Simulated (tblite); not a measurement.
Compound: BH10NSi3.
Bonds: Si1–B2, B2–N3, N3–Si4, N3–Si5. Hydrogens: H6, H7, H8 on Si1; H9 on B2; H10, H11, H12 on Si4; H13, H14, H15 on Si5.

Computed with GFN2-xTB (tblite), gas phase: L-BFGS steps from a force-field or distance-geometry start until the largest atomic force falls under 0.01 eV/Å.

The end geometry, which sets the zero of energy:
```
atom  x, y, z in Å
Si1     2.3737   -0.3019   -0.3128
B2      0.7824    0.7580    0.1131
N3     -0.5357    0.2476    0.1120
Si4    -0.8757   -1.4328   -0.2872
Si5    -1.8340    1.3666    0.5323
H6      2.3814   -0.9162   -1.6554
H7      2.6276   -1.4365    0.5971
H8      3.6342    0.4622   -0.2722
H9      0.8879    1.9011    0.3975
H10    -0.1626   -2.2829    0.6666
H11    -2.3187   -1.6342   -0.1618
H12    -0.4495   -1.6704   -1.6669
H13    -1.8003    2.4812   -0.4155
H14    -3.0996    0.6454    0.4245
H15    -1.6155    1.8210    1.9068
```

Task: These geometries come from the run, each turned onto the end geometry. Order them by energy, lowest first.
A.
```
atom  x, y, z in Å
Si1     2.3436   -0.1688   -0.3948
B2      0.8108    0.4268    0.6760
N3     -0.5301    0.0757    0.3612
Si4    -0.9748   -1.5318   -0.1858
Si5    -1.6997    1.3962    0.3513
H6      1.9291   -0.7786   -1.6704
H7      3.3568   -1.1102    0.1340
H8      3.1427    1.0035   -0.8216
H9      0.9400    1.3281    1.4421
H10    -0.7200   -2.4961    0.8877
H11    -2.4057   -1.4555   -0.4611
H12    -0.2149   -1.9174   -1.3681
H13    -1.2977    2.2872   -0.7477
H14    -3.0364    0.8330    0.1514
H15    -1.6482    2.1161    1.6241
```
B.
```
atom  x, y, z in Å
Si1     2.4199    0.0870   -0.5005
B2      0.8925    0.0666    0.7120
N3     -0.4241   -0.0056    0.1076
Si4    -1.1863   -1.5653   -0.1046
Si5    -1.4682    1.3947    0.2007
H6      1.9808   -0.3078   -1.8569
H7      3.5274   -0.7573   -0.0534
H8      2.8981    1.4932   -0.4734
H9      1.0426    0.2733    1.8750
H10    -0.9467   -2.3835    1.0978
H11    -2.6436   -1.4503   -0.2350
H12    -0.6589   -2.1992   -1.3217
H13    -1.1457    2.2881   -0.9243
H14    -2.8527    0.9593   -0.0218
H15    -1.4395    2.1150    1.4766
```
C.
```
atom  x, y, z in Å
Si1     2.3903   -0.2856   -0.3894
B2      0.8115    0.6820    0.2655
N3     -0.5279    0.2374    0.1682
Si4    -0.9045   -1.4142   -0.3081
Si5    -1.8369    1.3627    0.5383
H6      2.2395   -1.1447   -1.5782
H7      2.8989   -1.2167    0.6351
H8      3.5017    0.6137   -0.7848
H9      0.9725    1.7118    0.8271
H10    -0.5163   -2.2415    0.8417
H11    -2.3360   -1.5801   -0.5689
H12    -0.1672   -1.6884   -1.5360
H13    -1.7623    2.4430   -0.4489
H14    -3.0995    0.6294    0.4281
H15    -1.6682    1.8993    1.8883
```
D.
```
atom  x, y, z in Å
Si1     2.3763   -0.2997   -0.3390
B2      0.7774    0.7373    0.1263
N3     -0.5487    0.2530    0.0658
Si4    -0.8961   -1.4168   -0.3559
Si5    -1.8214    1.3619    0.5782
H6      2.3049   -1.1795   -1.5221
H7      2.8303   -1.1955    0.7411
H8      3.5573    0.5410   -0.6169
H9      0.8842    1.8440    0.5357
H10    -0.4721   -2.2609    0.7643
H11    -2.3379   -1.5583   -0.5376
H12    -0.1958   -1.7314   -1.5997
H13    -1.8354    2.4987   -0.3477
H14    -3.0836    0.6321    0.5321
H15    -1.5437    1.7823    1.9534
```
E.
```
atom  x, y, z in Å
Si1     2.3851   -0.2911   -0.3194
B2      0.7782    0.7488    0.0980
N3     -0.5434    0.2475    0.0745
Si4    -0.9057   -1.4194   -0.3622
Si5    -1.8229    1.3496    0.5943
H6      2.3176   -1.1722   -1.4992
H7      2.8062   -1.1951    0.7697
H8      3.5822    0.5290   -0.5789
H9      0.8872    1.8786    0.4285
H10    -0.4455   -2.2749    0.7342
H11    -2.3534   -1.5301   -0.5427
H12    -0.2243   -1.7462   -1.6131
H13    -1.8529    2.4947   -0.3175
H14    -3.0927    0.6301    0.5451
H15    -1.5201    1.7588    1.9667
```

Result: E (0.011 eV), D (0.018 eV), C (0.059 eV), A (0.196 eV), B (0.611 eV).

In the order of the answer:

| step | E above end (eV) | largest force (eV/Å) | rms force component (eV/Å) | rms distance from end (Å) | rms bond change (Å) | bond most changed (Å) |
| --- | --- | --- | --- | --- | --- | --- |
| 80 | 0.011 | 0.04 | 0.014 | 0.212 | 0.001 | Si1–H6 -0.002 |
| 74 | 0.018 | 0.10 | 0.034 | 0.221 | 0.002 | N3–Si4 -0.003 |
| 64 | 0.059 | 0.19 | 0.060 | 0.284 | 0.004 | Si1–H8 +0.009 |
| 47 | 0.196 | 0.21 | 0.069 | 0.599 | 0.005 | B2–N3 +0.008 |
| 1 | 0.611 | 0.82 | 0.195 | 0.933 | 0.013 | B2–N3 +0.037 |

What follows is the cost of the whole relaxation. On one thread, Arm Neoverse V1 (aarch64), shared host, this took 0.91 s of wall time.
